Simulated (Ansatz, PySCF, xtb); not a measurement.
Dissociation curve of SiH, doublet.

Methods: UHF/6-31G* = unrestricted Hartree-Fock/6-31G*, spherical d (PySCF); GFN1-xTB (xtb); UMP2/3-21G = unrestricted MP2 (frozen core)/3-21G (PySCF 2.14.0); FCI = full CI/aug-cc-pVTZ, frozen core run with Ansatz (a quantum-chemistry and plane-wave program).

Energies relative to the lowest point of each curve near equilibrium, in kJ/mol; the last columns give the difference from FCI:

```tsv
R / Å	UHF/6-31G*	GFN1-xTB	UMP2/3-21G	FCI	UHF/6-31G* − FCI	GFN1-xTB − FCI	UMP2/3-21G − FCI
1.13	226.4	220.6	246.2	219.9	6.5	0.7	26.3
1.23	104.4	92.0	120.1	103.3	1.1	-11.2	16.8
1.29	58.8	49.5	72.0	59.6	-0.7	-10.1	12.4
1.38	18.2	14.6	26.9	20.0	-1.8	-5.4	6.9
1.44	5.0	4.0	10.4	6.5	-1.5	-2.5	3.8
1.47	1.6	1.3	5.2	2.8	-1.1	-1.4	2.5
1.53	0.0	0.0	0.0	0.0	0.0	0.0	0.0
1.59	3.9	2.9	0.1	2.4	1.6	0.6	-2.2
1.60	5.0	3.8	0.6	3.2	1.9	0.6	-2.6
1.71	23.4	18.3	11.6	17.7	5.7	0.6	-6.1
1.79	41.9	33.3	24.7	33.0	9.0	0.4	-8.2
1.90	71.4	57.2	47.6	57.6	13.8	-0.4	-10.0
2.11	128.5	106.0	107.1	108.6	19.9	-2.6	-1.5
2.32	164.6	157.4	153.4	157.3	7.4	0.2	-3.9
2.49	181.3	200.3	175.5	191.8	-10.5	8.6	-16.2
2.74	194.9	262.5	194.0	232.4	-37.5	30.1	-38.4
3.01	202.2	323.4	204.1	262.6	-60.4	60.9	-58.5
3.39	206.6	390.6	210.3	285.7	-79.1	104.9	-75.4
3.78	208.2	434.8	212.9	295.2	-87.0	139.6	-82.4
4.10	208.7	455.7	213.8	298.4	-89.7	157.3	-84.6
4.55	209.1	469.4	214.4	300.3	-91.2	169.2	-85.9
5.31	209.3	—	214.7	301.1	-91.8	—	-86.4
6.17	209.3	—	214.8	301.3	-92.0	—	-86.5
```

UHF/6-31G* is furthest from FCI at 6.17 (-92.0 kJ/mol, below); its mean absolute difference over the points is 30.9 kJ/mol.

GFN1-xTB is furthest from FCI at 4.55 (169.2 kJ/mol, above); its mean absolute difference over the points is 33.7 kJ/mol.

UMP2/3-21G is furthest from FCI at 6.17 (-86.5 kJ/mol, below); its mean absolute difference over the points is 31.2 kJ/mol.

A dash means that the run gave no value there, or that the column was ended at a point which the program doubted or which failed a test of continuity chosen for this set; such a test can also cut sound points.

The unrestricted determinant behind UHF/6-31G*, UMP2/3-21G is spin-contaminated at 2.11 to 6.17 Å (<S²> up to 1.8, against 0.75 for a pure doublet).
